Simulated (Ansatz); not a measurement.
Results of the Gaussian-basis code of Ansatz.

A structure relaxed at PBE0-D4/def2-TZVP, charge 0, multiplicity 1:

| atom | x (Å) | y (Å) | z (Å) |
| --- | --- | --- | --- |
| C1 | -0.391 | 1.009 | -0.616 |
| Si2 | 0.303 | -0.697 | -0.304 |
| Te3 | 1.227 | -0.952 | 2.004 |
| H4 | -0.757 | 1.087 | -1.643 |
| H5 | 0.376 | 1.770 | -0.458 |
| H6 | -1.222 | 1.215 | 0.061 |
| H7 | 1.471 | -0.976 | -1.181 |
| H8 | -0.737 | -1.732 | -0.545 |
| H9 | -0.269 | -0.724 | 2.682 |

Q: Give its formula and SMILES.

A: CH6SiTe, `C[SiH2][TeH]`.

Q: Summarise the bond lengths by kind.

A: 1 × C–Si 1.867 Å; 3 × C–H 1.091 to 1.094 Å; 1 × Si–Te 2.500 Å; 2 × H–Si 1.486 to 1.487 Å; 1 × H–Te 1.658 Å.
